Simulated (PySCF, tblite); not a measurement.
Isomers of [C5H8NSi]- (charge -1), one GFN2-xTB conformer each. Single-point energies are computed at PBE0/pcSseg-1 (PySCF, gas phase, no added dispersion term), electronic only.

```
             SMILES  GFN2-xTB relative energy (kJ/mol)
    C=C[Si-](C#N)CC                              330.3
C#C[Si@H](C=C)[N-]C                              301.8
    C=CC[Si-](C)C#N                              316.9
   C/C=C\C[SiH-]C#N                              297.0
   C/C=C/C[SiH-]C#N                              292.1
     C=CC#C[SiH-]NC                              358.0
  [SiH3]N[c-]1cccc1                                0.0
  C=C(C)[Si-](C)C#N                              310.1
```

Conformers: `[CH2:1]=[CH:2][Si-:3]([C:4]#[N:5])[CH2:6][CH3:7]` (charge -1) with C1–C2–Si3–C4 -150°, C2–Si3–C6–C7 -58°; `[CH:1]#[C:2][Si@H:3]([CH:4]=[CH2:5])[N-:6][CH3:7]` (charge -1) with C2–Si3–C4–C5 59°, C2–Si3–N6–C7 -63°; `[CH2:1]=[CH:2][CH2:3][Si-:4]([CH3:5])[C:6]#[N:7]` (charge -1) with C1–C2–C3–Si4 97°, C2–C3–Si4–C5 71°, C3–Si4–C6–N7 129°; `[CH3:1]/[CH:2]=[CH:3]\[CH2:4][SiH-:5][C:6]#[N:7]` (charge -1) with C2–C3–C4–Si5 -95°, C3–C4–Si5–C6 -63°, C4–Si5–C6–N7 -125°; `[CH3:1]/[CH:2]=[CH:3]/[CH2:4][SiH-:5][C:6]#[N:7]` (charge -1) with C2–C3–C4–Si5 100°, C3–C4–Si5–C6 60°, C4–Si5–C6–N7 125°; `[CH2:1]=[CH:2][C:3]#[C:4][SiH-:5][NH:6][CH3:7]` (charge -1) with C3–C4–Si5–N6 112°, C4–Si5–N6–C7 -65°; `[SiH3:1][NH:2][c-:3]1[cH:4][cH:5][cH:6][cH:7]1` (charge -1) with Si1–N2–C3–C4 -172°; `[CH2:1]=[C:2]([CH3:3])[Si-:4]([CH3:5])[C:6]#[N:7]` (charge -1) with C1–C2–Si4–C5 -35°, C2–Si4–C6–N7 -121°.

Task: What does PBE0/pcSseg-1 give for the same structures?

Result: 
| SMILES | PBE0/pcSseg-1 E (Eh) | PBE0/pcSseg-1 (kJ/mol) | GFN2-xTB (kJ/mol) | point group |
| --- | --- | --- | --- | --- |
| C=C(C)[Si-](C)C#N | -539.12967 | 0.0 | 310.1 | C1 |
| C=CC[Si-](C)C#N | -539.12712 | 6.7 | 316.9 | C1 |
| [SiH3]N[c-]1cccc1 | -539.12348 | 16.3 | 0.0 | near Cs |
| C=C[Si-](C#N)CC | -539.12327 | 16.8 | 330.3 | C1 |
| C/C=C/C[SiH-]C#N | -539.12308 | 17.3 | 292.1 | C1 |
| C/C=C\C[SiH-]C#N | -539.12186 | 20.5 | 297.0 | C1 |
| C=CC#C[SiH-]NC | -539.05744 | 189.7 | 358.0 | C1 |
| C#C[Si@H](C=C)[N-]C | -539.04773 | 215.2 | 301.8 | C1 |

GFN2-xTB puts [SiH3]N[c-]1cccc1 lowest instead; measured from each level's own lowest isomer, the values differ by up to 313.5 kJ/mol (C=C[Si-](C#N)CC: 330.3 against 16.8). Neighbours under 21 kJ/mol apart (C=C(C)[Si-](C)C#N and C=CC[Si-](C)C#N; C=CC[Si-](C)C#N and [SiH3]N[c-]1cccc1; [SiH3]N[c-]1cccc1 and C=C[Si-](C#N)CC; C=C[Si-](C#N)CC and C/C=C/C[SiH-]C#N; others) can change places with a better method, another conformer or zero-point energy. C/C=C/C[SiH-]C#N and C/C=C\C[SiH-]C#N are stereoisomers, 3.2 kJ/mol apart in the conformers taken.

Task: What happens when harmonic zero-point energies from GFN2-xTB frequencies are added?

Result: 
```csv
SMILES,ZPE (kJ/mol),electronic (kJ/mol),with ZPE (kJ/mol)
C=C(C)[Si-](C)C#N,297.3,0.0,0.0
C=CC[Si-](C)C#N,296.4,6.7,5.8
[SiH3]N[c-]1cccc1,281.2,16.3,0.2
C=C[Si-](C#N)CC,298.9,16.8,18.4
C/C=C/C[SiH-]C#N,293.0,17.3,13.1
C/C=C\C[SiH-]C#N,293.2,20.5,16.5
C=CC#C[SiH-]NC,287.2,189.7,179.6
C#C[Si@H](C=C)[N-]C,281.2,215.2,199.0
```

The zero-point energies span 17.7 kJ/mol. The lowest isomer stays, but the order above it changes.
